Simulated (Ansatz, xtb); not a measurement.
C4H8OSi2: which of two isomers lies lower

Structure a: `[SiH3]O[SiH]1C=CC=C1`, a singlet. Structure b: `C#C[Si@@H]1CC[SiH2]O1`, a singlet. Both are isolated molecules in the gas phase, relaxed with B3LYP-D3(BJ)/def2-SVP; the shapes shown needn't be the lowest conformers.

a (Å):

```json
{"atom": "C", "x (Å)": "0.5704", "y (Å)": "-0.2127", "z (Å)": "0.0253"}
{"atom": "C", "x (Å)": "0.8519", "y (Å)": "-1.2115", "z (Å)": "0.8895"}
{"atom": "C", "x (Å)": "-0.2476", "y (Å)": "-2.1742", "z (Å)": "1.1930"}
{"atom": "C", "x (Å)": "-1.4318", "y (Å)": "-1.9655", "z (Å)": "0.5782"}
{"atom": "O", "x (Å)": "-2.2319", "y (Å)": "0.8047", "z (Å)": "-0.2165"}
{"atom": "Si", "x (Å)": "-2.7568", "y (Å)": "1.7951", "z (Å)": "1.0114"}
{"atom": "Si", "x (Å)": "-1.2071", "y (Å)": "-0.4663", "z (Å)": "-0.5352"}
{"atom": "H", "x (Å)": "-3.7471", "y (Å)": "2.7494", "z (Å)": "0.4445"}
{"atom": "H", "x (Å)": "-3.4036", "y (Å)": "0.9922", "z (Å)": "2.0896"}
{"atom": "H", "x (Å)": "-1.6133", "y (Å)": "2.5563", "z (Å)": "1.5933"}
{"atom": "H", "x (Å)": "-1.3428", "y (Å)": "-0.7687", "z (Å)": "-1.9848"}
{"atom": "H", "x (Å)": "1.3100", "y (Å)": "0.5374", "z (Å)": "-0.2614"}
{"atom": "H", "x (Å)": "1.8287", "y (Å)": "-1.3466", "z (Å)": "1.3677"}
{"atom": "H", "x (Å)": "-0.0593", "y (Å)": "-2.9995", "z (Å)": "1.8891"}
{"atom": "H", "x (Å)": "-2.2936", "y (Å)": "-2.6175", "z (Å)": "0.7339"}
```

b (Å):

```xyz
15

C    -1.0425   -2.6418   -2.2222
C    -0.5062   -2.3053   -1.1820
C    -0.6089   -0.2584    1.1274
C     0.0669    0.9892    0.4904
O     1.7890   -1.1224    0.1092
Si    0.2680   -1.7739    0.3976
Si    1.9039    0.5553    0.2426
H    -1.5117   -2.9415   -3.1418
H     0.3664   -2.9471    1.3004
H    -1.6996   -0.2668    0.9738
H    -0.4395   -0.2684    2.2188
H    -0.3678    1.1812   -0.5059
H    -0.0964    1.9008    1.0877
H     2.7558    0.9124    1.4136
H     2.4989    1.1431   -0.9884
```

Quicker runs give these differences E(b) − E(a): GFN2-xTB +16.1 kcal/mol; HF/STO-3G −19.6 kcal/mol (at GFN2-xTB geometries); r2SCAN-D4/def2-SVP +5.4 kcal/mol (at GFN2-xTB geometries).

Problem. Estimate E(b) − E(a) at the level CCSD(T)/def2-SVP + ΔMP2/def2-TZVPP.

Solution. Calculated at CCSD(T)/def2-SVP + ΔMP2/def2-TZVPP: E(b) − E(a) = +2.2 kcal/mol, so structure a lies lower.

The same difference at several levels:

```
                             level               geometry  E(b) − E(a) (kcal/mol)  departure from the last row (kcal/mol)  job, with rough time for the two
                          GFN2-xTB               GFN2-xTB                     +16.1                                   +13.9              optimisation, 0.24 s
                         HF/STO-3G               GFN2-xTB                     −19.6                                   −21.7              single point, 0.42 s
                r2SCAN-D4/def2-SVP               GFN2-xTB                      +5.4                                    +3.2                 single point, 4 s
             B3LYP-D3(BJ)/def2-SVP  B3LYP-D3(BJ)/def2-SVP                      +6.7                                    +4.5                optimisation, 59 s
                       HF/def2-SVP  B3LYP-D3(BJ)/def2-SVP                      +7.0                                    +4.9           part of the CCSD(T) run
                      MP2/def2-SVP  B3LYP-D3(BJ)/def2-SVP                      +2.0                                    −0.2           part of the CCSD(T) run
                  CCSD(T)/def2-SVP  B3LYP-D3(BJ)/def2-SVP                      +5.4                                    +3.2                      single point
CCSD(T)/def2-SVP + ΔMP2/def2-TZVPP  B3LYP-D3(BJ)/def2-SVP                      +2.2                                                        single point, 73 s
```

As drawn, b has 1 C≡C, 1 C–Si, 1 C–H in place of 2 C=C, 1 Si–H.

HF/STO-3G puts the two in the other order. The largest departure from CCSD(T)/def2-SVP + ΔMP2/def2-TZVPP is that of HF/STO-3G, 21.7 kcal/mol. A small imaginary or near-zero mode remains, so no thermal terms are given. The last row adds to CCSD(T) the change of the MP2 difference between the two basis sets, here −3.2 kcal/mol, a large step that makes the value less sure.

The correlated steps freeze 15 core orbitals. Run with Ansatz 0.2.0, xtb 6.7.1; the last row on 4 threads of Arm Neoverse V1 on a shared host.
